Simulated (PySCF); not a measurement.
NiO3, SMILES [O]=[Ni]1[O][O]1, multiplicity 1.

Geometry optimised at B3LYP-D3(BJ)/def2-SVP. The multiplicity is an assumed one; other spin states were not compared.

The numbers are results of PBE/def2-TZVPD (PySCF), not measurements.

Symmetry labels are those of the subgroup Cs that the program uses (full group Cs).

Computed valence orbital energies around the gap with their symmetry:
```json
[
 {"orbital": "HOMO−7", "symmetry": "A'", "energy (eV)": "-10.64"},
 {"orbital": "HOMO−6", "symmetry": "A\"", "energy (eV)": "-9.80"},
 {"orbital": "HOMO−5", "symmetry": "A'", "energy (eV)": "-9.78"},
 {"orbital": "HOMO−4", "symmetry": "A'", "energy (eV)": "-8.38"},
 {"orbital": "HOMO−3", "symmetry": "A\"", "energy (eV)": "-8.23"},
 {"orbital": "HOMO−2", "symmetry": "A'", "energy (eV)": "-7.82"},
 {"orbital": "HOMO−1", "symmetry": "A\"", "energy (eV)": "-6.91"},
 {"orbital": "HOMO", "symmetry": "A'", "energy (eV)": "-6.78"},
 {"orbital": "LUMO", "symmetry": "A\"", "energy (eV)": "-6.53"},
 {"orbital": "LUMO+1", "symmetry": "A'", "energy (eV)": "-5.57"},
 {"orbital": "LUMO+2", "symmetry": "A'", "energy (eV)": "-0.86"},
 {"orbital": "LUMO+3", "symmetry": "A'", "energy (eV)": "-0.64"}
]
```
